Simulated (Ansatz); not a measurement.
A run for Ansatz (an electronic-structure program): R-r2SCAN/def2-TZVPP on BrH3SiSn (SMILES [SiH3][Sn][Br]), a point of a torsion scan. Elements past Kr take the def2 small-core potentials; no spin–orbit coupling.

Ansatz 0.2 input:
```yaml
crystal:
  periodic: [false, false, false]
  atoms:
    - {symbol: Si, position_ang: [-0.75146711, 0.02864699, 0.02496440]}
    - {symbol: Sn, position_ang: [1.53811763, 1.33824665, -0.17633990]}
    - {symbol: Br, position_ang: [2.15274953, 1.20804460, 2.28029001]}
    - {symbol: H, position_ang: [-1.13554035, -0.44176564, 1.36550338]}
    - {symbol: H, position_ang: [-1.90963156, 0.82272862, -0.43659027]}
    - {symbol: H, position_ang: [-0.79533895, -1.18274722, -0.82100712]}
basis:
  gaussian:
    orbitals: def2-TZVPP
hamiltonian:
  xc: {name: r2SCAN}
scf: {lower_state_search: off}
```

Task: Give the final energy of this run.

Result: -3079.8421 hartree.
